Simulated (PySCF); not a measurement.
**Dipole response of Ag²⁺ (silver, charge +2)**

[Kr] 4d9, 2D determinant. All numbers are calculated (PySCF 2.14, a scalar-relativistic core potential, in aug-cc-pwCVDZ-PP with ECP28MDF). Coupled (time-dependent) response in atomic units; α is the mean over directions. A double-zeta set is small for polarisabilities.

```
 method  mean α (bohr³)         α xx, yy, zz  C₆ (like pair)  S(−4)
    UHF           5.158  5.023, 5.023, 5.430           25.96  5.641
    PBE           5.883  5.746, 5.746, 6.155           29.98  8.916
   PBE0           5.639  5.503, 5.503, 5.913           28.68  7.627
   MN15           5.784  5.668, 5.668, 6.015           29.38  7.899
r2SCAN0           5.544  5.400, 5.400, 5.830           28.44  6.985
```

S(−4) is the Cauchy moment in α(ω) = α(0) + S(−4) ω² + …

Spin-orbit coupling is absent.

α(iu) at r2SCAN0:

```tsv
u (hartree)	α(iu) (bohr³)
0	5.544
0.0500	5.526
0.100	5.475
0.200	5.289
0.300	5.025
0.500	4.428
0.750	3.750
1.00	3.195
1.50	2.361
2.00	1.780
3.00	1.077
5.00	0.4935
```

A single London oscillator, α(iu) = α/(1 + u²/ω²), gives C₆ = (3/4) ω α². Matching the computed C₆ needs ω = 4 × 28.44 / (3 × 5.544²) = 1.23 hartree.

For an ion, C₆ is the dispersion term alone; charge-induced terms of lower order in 1/R come first.

The components differ because the open shell of this determinant is not spherical; for a pure term their mean is the scalar polarisability.

Energies and moments cover only the electrons outside the core potential.
